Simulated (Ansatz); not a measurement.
Relaxation of C2H7NSeSi (12 atoms, charge 0, multiplicity 1), to a largest force component of 0.015 eV/Å in at most 40 steps.

These are results of Ansatz, RKS PBE-D4/def2-SVP, not measurements.

```xyz
12
Properties=species:S:1:pos:R:3
C -1.558 1.182 1.513
Se 0.302 1.569 1.621
C 0.601 0.584 -0.004
N 0.957 -0.664 0.071
Si 1.191 -1.650 -1.403
H -2.120 1.727 2.356
H -1.978 1.646 0.557
H -1.755 0.150 1.528
H 0.605 1.120 -0.902
H 0.017 -1.581 -2.245
H 2.352 -1.107 -2.071
H 1.462 -3.031 -0.986
```

Task: Where does it end, and by what steps?

Result: The forces met the threshold. After 17 steps the energy has fallen by 0.921 eV; H9 moved furthest, 1.73 Å.

```csv
step,energy less start (eV),largest force component (eV/Å),accepted
0,0.0000,3.559,yes
1,-0.2263,1.831,yes
2,-0.3345,1.662,yes
3,-0.4532,1.387,yes
4,-0.5227,0.402,yes
5,-0.5786,0.768,yes
6,-0.6579,0.587,yes
7,-0.7361,0.384,yes
8,-0.7983,0.455,yes
9,-0.8276,0.672,yes
10,-0.8974,0.151,yes
11,-0.9169,0.168,yes
12,-0.9169,0.256,yes
13,-0.9208,0.021,yes
14,-0.9210,0.053,yes
15,-0.9210,0.025,yes
16,-0.9210,0.018,no
17,-0.9211,0.009,yes
```

```xyz
12
Properties=species:S:1:pos:R:3
C -1.668 1.595 1.608
Se 0.190 0.992 1.804
C 0.295 -0.015 0.175
N 1.344 -0.650 -0.154
Si 1.581 -1.591 -1.617
H -1.812 2.426 2.323
H -1.838 1.973 0.582
H -2.376 0.780 1.844
H -0.658 0.048 -0.416
H 0.364 -1.590 -2.519
H 2.750 -1.018 -2.368
H 1.905 -3.005 -1.228
```

Whether the end is a true minimum wasn't checked by a vibrational analysis.

Run time: 44 s on 2 threads of Arm Neoverse V2, on a shared host, peak memory 0.18 GiB.
